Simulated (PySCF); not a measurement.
Isomers of C4H9FSSi2, one GFN2-xTB conformer each. Single-point energies are computed at PBE0/pcSseg-1 (PySCF, gas phase, no added dispersion term), electronic only.

```json
{"SMILES": "CS[Si@@H]1[SiH2]C(F)=C1C", "GFN2-xTB relative energy (kcal/mol)": "37.6"}
{"SMILES": "C#C[Si@H](CSC)[SiH2]F", "GFN2-xTB relative energy (kcal/mol)": "31.9"}
{"SMILES": "F[C@@H]1CC=C1[SiH2]S[SiH3]", "GFN2-xTB relative energy (kcal/mol)": "8.1"}
{"SMILES": "CS[SiH2]C1=CC[Si@@H]1F", "GFN2-xTB relative energy (kcal/mol)": "0.0"}
```

Conformers: `[CH3:1][S:2][Si@@H:3]1[SiH2:4][C:5]([F:6])=[C:7]1[CH3:8]` with C1–S2–Si3–Si4 39°; `[CH:1]#[C:2][Si@H:3]([CH2:4][S:5][CH3:6])[SiH2:7][F:8]` with C2–Si3–C4–S5 176°, Si3–C4–S5–C6 -78°, C2–Si3–Si7–F8 -65°; `[F:1][C@@H:2]1[CH2:3][CH:4]=[C:5]1[SiH2:6][S:7][SiH3:8]` with C4–C5–Si6–S7 10°, C5–Si6–S7–Si8 -178°; `[CH3:1][S:2][SiH2:3][C:4]1=[CH:5][CH2:6][Si@@H:7]1[F:8]` with C1–S2–Si3–C4 -62°, S2–Si3–C4–C5 166°.

Question: What does PBE0/pcSseg-1 give for the same structures?

Answer: 
| SMILES | PBE0/pcSseg-1 E (Eh) | PBE0/pcSseg-1 (kcal/mol) | GFN2-xTB (kcal/mol) | point group |
| --- | --- | --- | --- | --- |
| CS[SiH2]C1=CC[Si@@H]1F | -1234.17460 | 0.0 | 0.0 | C1 |
| CS[Si@@H]1[SiH2]C(F)=C1C | -1234.12210 | 32.9 | 37.6 | C1 |
| F[C@@H]1CC=C1[SiH2]S[SiH3] | -1234.11294 | 38.7 | 8.1 | C1 |
| C#C[Si@H](CSC)[SiH2]F | -1234.11008 | 40.5 | 31.9 | C1 |

Both levels put the same isomer lowest; measured from each level's own lowest isomer, the values differ by up to 30.6 kcal/mol (F[C@@H]1CC=C1[SiH2]S[SiH3]: 8.1 against 38.7). As drawn, the lowest has a four-membered ring and a C=C bond outside aromatic rings, which the highest lacks; the highest has a C≡C bond and an Si–Si bond, which the lowest lacks. Neighbours under 2.5 kcal/mol apart (F[C@@H]1CC=C1[SiH2]S[SiH3] and C#C[Si@H](CSC)[SiH2]F) can change places with a better method, another conformer or zero-point energy.

Question: Which frontier levels, dipoles and rotational constants go with these structures?

Answer: 
```csv
SMILES,"HOMO (eV, PBE0/pcSseg-1)",LUMO (eV),dipole (D),"A, B, C (MHz)"
CS[SiH2]C1=CC[Si@@H]1F,-6.71,-1.10,2.81,"1811, 801.5, 619.8"
CS[Si@@H]1[SiH2]C(F)=C1C,-6.79,-0.43,0.35,"1656, 835.3, 713.3"
F[C@@H]1CC=C1[SiH2]S[SiH3],-7.29,-0.77,0.92,"3461, 487.0, 438.8"
C#C[Si@H](CSC)[SiH2]F,-6.49,-1.07,2.12,"1338, 717.5, 523.5"
```
